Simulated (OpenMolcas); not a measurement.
An OpenMolcas run meant for W3+ (ANO-R1, X2C; inactive shells 1s 2s 2p 3s 3p 3d 4s 4p 4d 4f 5s 5p; intended active space 3 electrons in 5 orbitals (5d)). One step of its input:

```
&CASPT2
Multistate=10 1 2 3 4 5 6 7 8 9 10
Frozen=14 16
IPEA=0.25
Imaginary=3.0
MaxIter=60
WThr=0.0 0.3 0.05
PrWF=0.5
NoMix
```

The run finished. Its levels beside those of a sound run (MS-CASPT2, IPEA 0.25 Eh, imaginary shift 0.1 Eh (closed shells correlated: 5s 5p)), in cm-1 above each run's lowest level:

```tsv
Level	This run	Usual run
5d3 4F 3/2	0.0	0.0
5d3 4F 5/2	3661	3825
5d3 4F 7/2	7159	7311
5d3 4F 9/2 [75 %]	10058	10082
5d3 4P 1/2 [63 %]	14026	13078
5d3 2G 7/2	17600	16948
5d3 2H 9/2 [52 %]	18375	18117
5d3 4P 5/2	18875	18668
5d3 2P 1/2 [63 %]	22960	20655
5d3 2H 11/2	25004	24818
5d3 2D 5/2(1)	26625	25447
5d3 2G 9/2 [50 %]	27057	26628
5d3 2P 3/2 [53 %]	30407	28049
5d3 2F 5/2	33559	32165
```

Problem. Which setting is unsound, and how much does it matter here?

Solution. The level shift is far above the usual 0.1 to 0.3 hartree and damps the second-order energy. Against the sound run the excited levels shown move by 790 cm-1 on average and by 2400 cm-1 at most.

CASPT2 does not keep the components of a term degenerate, so their means are used; among the terms shown or strongly mixed into the levels shown the widest spread is 430 cm-1 (5d3 4F, the sound run). Some terms miss by over 15 % even with CASPT2, which points to a basis or an active space too small for the shells correlated. The basis is small and was not contracted for so high a charge. Some levels mix across a computed gap that differs much from the measured one, so their mixing is not that of the real levels (holds for this run). Only configurations of the active space appear.

A share in square brackets marks a mixed level and gives the weight of the term that names it, the lowest over the columns. A number in round brackets counts repeated terms of one configuration in the order of the reference energies.
